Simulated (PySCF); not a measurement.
Work out the structure from these simulated measurements.

Formula: C4H11NOSi.

| Item | Value |
| --- | --- |
| NMR, other nuclei | isotropic shieldings of nuclei other than C and H, by class: 227 (1 N), 306 (1 O), 338 (1 Si) ppm [GIAO CAM-B3LYP/pcSseg-1] |
| Polarisability | 83.6 au [wB97X-D/def2-SVPD] |
| 1H NMR | chemical shifts (computed TMS as zero) by class: 4.89 (1 H), 4.83 (1 H), 4.25 (1 H), 3.19 (1 H), 2.94 (1 H), 2.24 (1 H), 1.58 (1 H), 0.72 (1 H), 0.41 (1 H), 0.15 (2 H) ppm [GIAO CAM-B3LYP/pcSseg-1] |
| UV, strongest line | among the 10 lowest singlet transitions: S5 at 7.72 eV (161 nm, f = 0.082) [TDDFT wB97X-D/def2-SVPD] |
| Rotational structure | rotational constants A, B, C: 5.082, 1.294, 1.095 GHz [PBE0-D3(BJ)/def2-SVP] |
| Dipole | 0.98 D [wB97X-D/def2-SVPD] |
| 13C NMR | chemical shifts (computed TMS as zero) by class: 75.1 (1 C), 52.4 (1 C), 48.3 (1 C), 14.4 (1 C) ppm [GIAO CAM-B3LYP/pcSseg-1] |
| Triplet | lowest triplet excitation (Tamm–Dancoff): 6.38 eV [TDA wB97X-D/def2-SVPD] |

Gas-phase values; electronic properties from PySCF, density fitting. Levels stand in brackets. Geometry: PBE0-D3(BJ)/def2-SVP, one conformer, isolated molecule. NMR values are class means; diastereotopic atoms form classes of their own.

Problem. What is the compound? Reason from the data.

Solution. Numbering: `[NH2:1][CH2:2][C@@H:3]1[CH2:4][O:5][SiH2:6][CH2:7]1`. Its formula, C4H11NOSi, gives 1 degree of unsaturation: 1 ring and 0 π bonds in the structure found. 4 carbons fall into 4 classes; from least to most shielded: ring sp3 carbon bound to oxygen [C4] (75.1 ppm), chain sp3 carbon bound to nitrogen [C2] (52.4 ppm), sp3 CH carbon [C3] (48.3 ppm), ring sp3 carbon bound to silicon [C7] (14.4 ppm). Hydrogen classes from least to most shielded: 1 H on an oxygen-bound silicon, Si6 (4.89 ppm), 1 H on an oxygen-bound silicon, Si6 (4.83 ppm), 1 H on an sp3 carbon bound to oxygen, C4 (4.25 ppm), 1 H on an sp3 carbon bound to oxygen, C4 (3.19 ppm), 1 H on an sp3 carbon bound to nitrogen, C2 (2.94 ppm), 1 H on an sp3 carbon bound to nitrogen, C2 (2.24 ppm), 1 H on an sp3 CH carbon, C3 (1.58 ppm), 1 H on an sp3 carbon bound to silicon, C7 (0.72 ppm), 1 H on an sp3 carbon bound to silicon, C7 (0.41 ppm), 2 H on a primary amine nitrogen, N1 (0.15 ppm). The other shieldings belong to: 227 ppm, primary amine nitrogen [N1]; 306 ppm, silyl ether oxygen [O5]; 338 ppm, oxygen-bound silicon [Si6]. The optimised geometry has point group C1 and is an asymmetric top. Structure: `NC[C@@H]1CO[SiH2]C1`. Computed isomers that give other values at the same levels: `C[SiH2]C(=O)N(C)C` (static isotropic polarisability: 89.9 au). The assignments are read from this structure; whether some other isomer fits the data as well wasn't checked. The mirror image fits equally.
